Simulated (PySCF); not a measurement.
Compound: CH4BBr.
Atom-mapped SMILES: `[CH3:1][BH:2][Br:3]` (hydrogens: H4, H5, H6 on C1; H7 on B2)

A GFN2-xTB structure was refined with PBE0-D3(BJ)/def2-SVP geometry optimisation, gas phase (PySCF). Its GFN2-xTB values:

```tsv
coordinate	GFN2-xTB
C1–B2	1.552 Å
C1–H4	1.091 Å
B2–Br3	1.851 Å
B2–H7	1.179 Å
C1–B2–Br3	119.7°
C1–B2–H7	123.2°
B2–C1–H4	109.1°
B2–C1–H5	110.1°
B2–C1–H6	116.9°
Br3–B2–H7	117.1°
H4–C1–H5	104.1°
H4–C1–H6	108.9°
```

Task: How do these coordinates change at the PBE0-D3(BJ)/def2-SVP level?

Result: 
```json
{"coordinate": "B2–Br3", "PBE0-D3(BJ)/def2-SVP (Å or °)": "1.911", "change": "+0.060"}
{"coordinate": "B2–H7", "PBE0-D3(BJ)/def2-SVP (Å or °)": "1.206", "change": "+0.027"}
{"coordinate": "C1–H4", "PBE0-D3(BJ)/def2-SVP (Å or °)": "1.104", "change": "+0.013"}
{"coordinate": "C1–B2", "PBE0-D3(BJ)/def2-SVP (Å or °)": "1.552", "change": "0.000"}
{"coordinate": "C1–B2–Br3", "PBE0-D3(BJ)/def2-SVP (Å or °)": "122.0", "change": "+2.3"}
{"coordinate": "B2–C1–H5", "PBE0-D3(BJ)/def2-SVP (Å or °)": "108.2", "change": "-1.9"}
{"coordinate": "Br3–B2–H7", "PBE0-D3(BJ)/def2-SVP (Å or °)": "115.2", "change": "-1.9"}
{"coordinate": "B2–C1–H6", "PBE0-D3(BJ)/def2-SVP (Å or °)": "115.3", "change": "-1.6"}
{"coordinate": "H4–C1–H5", "PBE0-D3(BJ)/def2-SVP (Å or °)": "104.9", "change": "+0.8"}
{"coordinate": "H4–C1–H6", "PBE0-D3(BJ)/def2-SVP (Å or °)": "109.5", "change": "+0.6"}
{"coordinate": "C1–B2–H7", "PBE0-D3(BJ)/def2-SVP (Å or °)": "122.8", "change": "-0.4"}
{"coordinate": "B2–C1–H4", "PBE0-D3(BJ)/def2-SVP (Å or °)": "109.3", "change": "+0.2"}
```

The energy falls by 0.091 eV over 5 energy and gradient evaluations, the largest force component goes from 0.0281 to 2.4e-04 Eh/bohr, and the atoms move by 0.044 Å rms after alignment. The bond that changes most is B2–Br3 (ends: three-coordinate boron; bromine bonded to B), which lengthens by 0.060 Å. Bonds longer at the end by more than 0.005 Å: 4 of 6; shorter: 1. Rotational constants go from 39777, 3801, 3544 to 40201, 3586, 3360 MHz.

The run used 80 basis functions and 31 SCF cycles in all. The run took 17 s on one thread, Arm Neoverse N1 (aarch64), no GPU, shared host with 64 logical CPUs at a one-minute load of 60, and the process peaked at 0.33 GiB of memory.

No PBE0-D3(BJ)/def2-SVP frequencies stand behind this structure, so it isn't proved a minimum.
